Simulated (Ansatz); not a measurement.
A search over several starts for the lowest SCF solution of BCOF3 (relaxed from a model of B(CO)F3, whose bonding it doesn't keep) at the given spin, in a small basis.

```yaml
crystal:
  periodic: [false, false, false]
  atoms:
    - {symbol: B, position_ang: [-0.022449, 0.003355, -1.051667]}
    - {symbol: C, position_ang: [0.034511, -0.005104, 1.606652]}
    - {symbol: O, position_ang: [0.058393, -0.008449, 2.736599]}
    - {symbol: F, position_ang: [1.292527, -0.025701, -1.125137]}
    - {symbol: F, position_ang: [-0.656770, 1.158053, -1.081566]}
    - {symbol: F, position_ang: [-0.706212, -1.122154, -1.084881]}
basis:
  gaussian: {orbitals: def2-SVP, initial_orbitals: start.molden}
hamiltonian: {xc: pbe0, dispersion: d4}
output: {orbitals: {seedname: orbitals}}
```

The file start.molden holds the orbitals of an earlier run on this structure, at another level or in another basis.

```sh
$ ansatz run in.yaml --threads 4 --pin off --events-out ev --progress --plain --max-ram 3916MiB
```

Shortened log:

```
Functional definition: PBE0
  name "PBE0"
  cite "Adamo & Barone, J. Chem. Phys. 110, 6158 (1999) doi:10.1063/1.478522"
  cite "Perdew, Burke & Ernzerhof, Phys. Rev. Lett. 77, 3865 (1996) doi:10.1103/PhysRevLett.77.3865"
  parent pbe
  parameter a = 0.25
  parameter kappa = 0.804
  parameter beta = 0.06672455060314922
  exchange = (1 - a)*pbe_x(kappa = kappa, mu = beta*pi^2/3) + a*exact_x
  correlation = pbe_c(beta = beta)
796 factors; integrals over basis functions are off by at most 9.8e-4 eV
mean field evaluation 1: about -11893.7164 eV, gradient 3.6e0 eV
mean field evaluation 2: about -11893.7322 eV, gradient 1.7e-2 eV
mean field evaluation 4: about -11893.9602 eV, gradient 1.5e-3 eV
mean field evaluation 8: about -11890.4589 eV, gradient 4.7e1 eV
mean field evaluation 16: about -11893.9602 eV, gradient 5.1e-2 eV
mean field -11893.96023132 eV, -437.0949764852 hartree, gradient 2.9e-5 eV, S^2 0.000000; 1 other end points of the search recorded, 0 dependent functions left out
reference -11893.96025032 eV, -437.0949771834 hartree; 23, 23 occupied and 61, 61 virtual orbitals, 796 factors
Total energy: -11894.03705268 eV, -437.0977996182 hartree
```

It took 0.7 s on 4 threads of Arm Neoverse V2 on a shared host.

In the singlet geometry the species has come apart into loosely held pieces.
